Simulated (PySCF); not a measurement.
**S⁹⁺ (sulfur, charge +9) across methods**

[He] 2s2 2p3, high-spin 4S determinant. Computed with PySCF 2.14 in an uncontracted even-tempered set (18 s from 1.1 bohr⁻², ratio 2.2; 11 p from 1.4 bohr⁻², ratio 2.2; 6 d from 7.5 bohr⁻², ratio 2.4; 5 f from 11 bohr⁻², ratio 2.4; 5 g from 17 bohr⁻², ratio 2.4), with the non-relativistic Hamiltonian (point nucleus).

```json
{"method": "BLYP", "E (hartree)": "-351.6110", "mean ε 2s α (eV)": "-464.79", "mean ε 2s β (eV)": "-449.58", "mean ε 2p α (eV)": "-420.99", "Σ⟨r²⟩ (bohr²)": "1.044", "⟨S²⟩": "3.750"}
{"method": "LDA", "E (hartree)": "-350.2334", "mean ε 2s α (eV)": "-463.52", "mean ε 2s β (eV)": "-448.39", "mean ε 2p α (eV)": "-420.51", "Σ⟨r²⟩ (bohr²)": "1.046", "⟨S²⟩": "3.750"}
{"method": "PBE", "E (hartree)": "-351.4424", "mean ε 2s α (eV)": "-464.96", "mean ε 2s β (eV)": "-449.33", "mean ε 2p α (eV)": "-420.92", "Σ⟨r²⟩ (bohr²)": "1.044", "⟨S²⟩": "3.750"}
{"method": "r2SCAN", "E (hartree)": "-351.5938", "mean ε 2s α (eV)": "-470.36", "mean ε 2s β (eV)": "-450.14", "mean ε 2p α (eV)": "-424.28", "Σ⟨r²⟩ (bohr²)": "1.041", "⟨S²⟩": "3.751"}
{"method": "PBE0", "E (hartree)": "-351.4870", "mean ε 2s α (eV)": "-474.49", "mean ε 2s β (eV)": "-454.36", "mean ε 2p α (eV)": "-428.40", "Σ⟨r²⟩ (bohr²)": "1.042", "⟨S²⟩": "3.750"}
{"method": "M06-L", "E (hartree)": "-351.6672", "mean ε 2s α (eV)": "-471.32", "mean ε 2s β (eV)": "-451.03", "mean ε 2p α (eV)": "-424.46", "Σ⟨r²⟩ (bohr²)": "1.037", "⟨S²⟩": "3.751"}
{"method": "UHF", "E (hartree)": "-351.40991", "mean ε 2s α (eV)": "-502.13", "mean ε 2s β (eV)": "-467.30", "mean ε 2p α (eV)": "-449.92", "Σ⟨r²⟩ (bohr²)": "1.040", "⟨S²⟩": "3.751"}
```
